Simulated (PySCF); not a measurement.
This PySCF input asks for the NMR shieldings of `BC1=C[C@@H]2CC[C@H]1[C@@H]2B`, C7H12B2; the geometry comes from GFN2-xTB.

```python
import basis_set_exchange as bse
import numpy as np
from pyscf import gto, dft
from pyscf.prop import nmr

atoms = """
B     2.335147    1.456548   -0.048579
C     1.084492    0.615684    0.195621
C     0.894406   -0.327635    1.140978
C    -0.435769   -0.978716    0.924142
C    -0.260678   -1.816258   -0.367370
C    -0.085598   -0.741345   -1.455107
C    -0.175285    0.577031   -0.655018
C    -1.240088    0.227825    0.402083
B    -1.681588    1.332690    1.422866
H     2.443643    2.094876   -1.024268
H     3.196318    1.454320    0.744451
H     1.605175   -0.645434    1.884351
H    -0.845595   -1.533981    1.764479
H    -1.148336   -2.424490   -0.542724
H     0.599896   -2.481487   -0.296931
H     0.870084   -0.825050   -1.972169
H    -0.881567   -0.793279   -2.198913
H    -0.353867    1.457429   -1.266500
H    -2.163702   -0.111331   -0.089005
H    -1.937422    1.043770    2.526920
H    -1.828585    2.435772    1.064924
"""
names = dict.fromkeys(["B", "C", "H"], "pcSseg-1")
basis = {el: gto.basis.parse(bse.get_basis(n, elements=[el], fmt="nwchem")) for el, n in names.items()}
mol = gto.M(atom=atoms, basis=basis, charge=0, verbose=0)
mf = dft.RKS(mol, xc="PBE0")
mf.grids.level = 2
mf.grids.alignment = dft.numint.BLKSIZE   # the property module wants whole blocks of grid points
mf.conv_tol = 1e-9
mf.kernel()

calc = nmr.RKS(mf)   # GIAO
C = mf.mo_coeff
Co = C[:, mf.mo_occ > 0]
resp = mf.gen_response(singlet=True, hermi=2)
def vind(x):   # induced exchange potential for any number of trial vectors
    d = np.einsum("pi,xij,qj->xpq", C, 2 * x.reshape(-1, C.shape[1], Co.shape[1]), Co, optimize=True)
    return np.einsum("xpq,pi,qj->xij", resp(d - d.transpose(0, 2, 1)), C, Co, optimize=True).ravel()
mo1, _ = nmr.rhf.solve_mo1(calc, with_cphf=vind)
sigma = calc.kernel(mo1)
for i, s in enumerate(sigma):   # ppm
    print("%2d %-2s %9.2f" % (i, mol.atom_pure_symbol(i), np.trace(s) / 3))
```

Q: Give the expected output.

A: 
```
 0 B      32.95
 1 C      16.12
 2 C       5.10
 3 C     133.40
 4 C     159.96
 5 C     157.13
 6 C     132.21
 7 C     117.55
 8 B       8.53
 9 H      24.85
10 H      25.05
11 H      24.08
12 H      28.09
13 H      29.67
14 H      30.70
15 H      30.66
16 H      29.65
17 H      27.83
18 H      30.71
19 H      23.75
20 H      23.74
```

These numbers come from an equivalent density-fitted implementation of the same equations, which agrees with the script to about 0.01 ppm for H and up to a few tenths of a ppm for heavy atoms, so last digits may differ.

Size and cost of the density-fitted run: 213 basis functions, 57 s wall time on 1 thread of an Arm Neoverse V1, shared host; peak memory 0.93 GiB.
